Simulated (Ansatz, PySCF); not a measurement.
Pulling on the Ge1–H4 bond in CH6GeO (SMILES C[O][GeH3]) (multiplicity 1 held, fragments rigid). Energies count from the point at 1.532 Å.
Geometry at that point (charge 0, multiplicity 1):
| atom | x (Å) | y (Å) | z (Å) |
|---|---|---|---|
| Ge | 0.7062 | -0.1175 | 0.1180 |
| O | -0.9059 | -0.1263 | -0.6599 |
| C | -1.9800 | 0.5128 | 0.0058 |
| H | 1.6113 | -0.8802 | -0.8543 |
| H | 1.1614 | 1.3442 | 0.3114 |
| H | 0.6049 | -0.8178 | 1.4893 |
| H | -1.7930 | 1.5836 | 0.1537 |
| H | -2.8707 | 0.4037 | -0.6151 |
| H | -2.1851 | 0.0600 | 0.9838 |

R- and RO- levels are restricted; in cc, def2 and unpolarised 6-31G sets they are followed outwards from rest. Unrestricted levels (U-) break spin symmetry where that is lower. Active spaces are followed from a long bond inwards. Levels need not reach the same state.

Cores are frozen in the correlated methods. Filled d and f shells under p-block atoms count as core. Rows in 3-21G carry no dispersion term and start afresh at each structure; the Pople sets are all-electron and without relativity.

Programs: Ansatz (Gaussian orbitals); PySCF for 3-21G rows. Each number belongs to the level named beside it.

Energies in kcal/mol.

| R (Å) | R-HF/3-21G | R-PBE/cc-pVTZ | R-r2SCAN/cc-pVTZ | R-wB97X-V/cc-pVTZ | U-wB97X-V/cc-pVTZ | CASSCF(2,2)/cc-pVTZ |
|---|---|---|---|---|---|---|
| 1.225 | 29.3 | 30.7 | 29.1 | 29.9 | 29.9 | 33.5 |
| 1.379 | 5.6 | 6.2 | 5.4 | 5.6 | 5.6 | 7.3 |
| 1.532 | 0.0 | 0.0 | 0.0 | 0.0 | 0.0 | 0.0 |
| 1.685 | 4.1 | 3.3 | 4.1 | 4.2 | 4.2 | 2.7 |
| 1.838 | 13.3 | 11.2 | 12.9 | 13.4 | 13.4 | 10.2 |
| 2.068 | 31.4 | 26.5 | 29.4 | 30.9 | 30.9 | 25.0 |
| 2.298 | 50.7 | 42.2 | 46.3 | 49.3 | 49.3 | 39.7 |
| 2.681 | 81.4 | 65.1 | 70.7 | 77.1 | 75.1 | 59.3 |
| 3.063 | 108.0 | 82.4 | 89.4 | 99.9 | 86.1 | 71.2 |
| 3.523 | 133.8 | 96.7 | 104.8 | 121.0 | 90.3 | 77.6 |
| 4.136 | 158.9 | 107.9 | 117.0 | 140.8 | 91.6 | 80.2 |
| 4.902 | 178.2 | 114.5 | 124.3 | 156.6 | 91.9 | 80.7 |

Doubts at one or more of the structures used: a restricted determinant that unrestricted orbitals would lower (R-HF/3-21G, R-PBE/cc-pVTZ, R-r2SCAN/cc-pVTZ, R-wB97X-V/cc-pVTZ); a spin-contaminated determinant (U-wB97X-V/cc-pVTZ).

Ansatz is a program for electronic structure.
